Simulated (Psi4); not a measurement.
calcium atom (Ca), singlet; HF/cc-pVDZ (Psi4).

Psi4 was given this input:
```
memory 2 GB

molecule mol {
0 1
Ca    0.000000    0.000000    0.000000
}

set {
  basis cc-pvdz
  reference rhf
  guess sadno
}

energy('scf')
print_variables()
```

Predict the main parts of the log of this Psi4 run.


```
   => Loading Basis Set <=

    Name: CC-PVDZ
    Role: ORBITAL
    Keyword: BASIS

         ---------------------------------------------------------
                                   SCF
               by Justin Turney, Rob Parrish, Andy Simmonett
                          and Daniel G. A. Smith
                              RHF Reference
         ---------------------------------------------------------

  ==> Geometry <==

    Molecular point group: d2h
    Geometry (in Angstrom), charge = 0, multiplicity = 1:

       Center              X                  Y                   Z               Mass
    ------------   -----------------  -----------------  -----------------  -----------------
         CA           0.000000000000     0.000000000000     0.000000000000    39.962590863000

  Running in d2h symmetry.

  Rotational constants: A = ************  B = ************  C = ************ [cm^-1]
  Rotational constants: A = ************  B = ************  C = ************ [MHz]
  Nuclear repulsion =    0.000000000000000

  Charge       = 0
  Multiplicity = 1
  Electrons    = 20
  Nalpha       = 10
  Nbeta        = 10

  ==> Algorithm <==

  SCF Algorithm Type is DF.
  DIIS enabled.
  MOM disabled.
  Fractional occupation disabled.
  Guess Type is SADNO.
  Energy threshold   = 1.00e-06
  Density threshold  = 1.00e-06
  Integral threshold = 1.00e-12

  ==> Primary Basis <==

  Basis Set: CC-PVDZ
    Blend: CC-PVDZ
    Number of shells: 11
    Number of basis functions: 27
    Number of Cartesian functions: 29
    Spherical Harmonics?: true
    Max angular momentum: 2

   => Loading Basis Set <=

    Name: (CC-PVDZ AUX)
    Role: JKFIT
    Keyword: DF_BASIS_SCF

  ==> Integral Setup <==

  SCF_SUBTYPE=INCORE selected. In-core MEM_DF algorithm will be used.
  Using in-core AOs.

  ==> MemDFJK: Density-Fitted J/K Matrices <==

    J tasked:                   Yes
    K tasked:                   Yes
    wK tasked:                   No
    Algorithm:                 Core
    Schwarz Cutoff:           1E-12
    Mask sparsity (%):       0.0000
    Fitting Condition:        1E-10

   => Auxiliary Basis Set <=

  Basis Set: (CC-PVDZ AUX)
    Blend: DEF2-UNIVERSAL-JKFIT
    Number of shells: 44
    Number of basis functions: 160
    Number of Cartesian functions: 203
    Spherical Harmonics?: true
    Max angular momentum: 4

  Minimum eigenvalue in the overlap matrix is 9.6225580042E-02.
  Reciprocal condition number of the overlap matrix is 5.5078994754E-02.
[...]

  ==> Iterations <==

                           Total Energy        Delta E     RMS |[F,P]|

   @DF-RHF iter   1:  -676.53928170456015   -6.76539e+02   1.90242e-02 ADIIS/DIIS
   @DF-RHF iter   2:  -676.56348759265813   -2.42059e-02   1.48684e-03 ADIIS/DIIS
   @DF-RHF iter   3:  -676.56483119520146   -1.34360e-03   4.53183e-04 ADIIS/DIIS
   @DF-RHF iter   4:  -676.56496613990646   -1.34945e-04   4.09140e-05 DIIS
   @DF-RHF iter   5:  -676.56496673851598   -5.98610e-07   1.09224e-06 DIIS
   @DF-RHF iter   6:  -676.56496673870390   -1.87924e-10   4.21939e-08 DIIS
  Energy and wave function converged.

  ==> Post-Iterations <==

    Orbital Energies [Eh]
    ---------------------

    Doubly Occupied:

[...]
       3B1u   -0.117234

    Virtual:

[...]
    Final Occupation by Irrep:
             Ag   B1g   B2g   B3g    Au   B1u   B2u   B3u
    DOCC [     3,    0,    0,    0,    0,    3,    2,    2 ]
    NA   [     3,    0,    0,    0,    0,    3,    2,    2 ]
    NB   [     3,    0,    0,    0,    0,    3,    2,    2 ]

  @DF-RHF Final Energy:  -676.56496673870390

   => Energetics <=

    Nuclear Repulsion Energy =              0.0000000000000000
    One-Electron Energy =                -924.2968874962007249
    Two-Electron Energy =                 247.7319207574968232
    Total Energy =                       -676.5649667387039017

Computation Completed

Properties will be evaluated at   0.000000,   0.000000,   0.000000 [a0]

Properties computed using the SCF density matrix

 Multipole Moments:

 ------------------------------------------------------------------------------------
     Multipole            Electronic (a.u.)      Nuclear  (a.u.)        Total (a.u.)
 ------------------------------------------------------------------------------------

 L = 1.  Multiply by 2.5417464519 to convert [e a0] to [Debye]
 Dipole X            :          0.0000000            0.0000000            0.0000000
 Dipole Y            :          0.0000000            0.0000000            0.0000000
 Dipole Z            :          0.0000000            0.0000000            0.0000000
 Magnitude           :                                                    0.0000000

 ------------------------------------------------------------------------------------

  Variable Map:
  ----------------------------------------------------------------------------
[...]
  Array Variable Map:
  ----------------------------------------------------------------------------
[...]
[...]
```
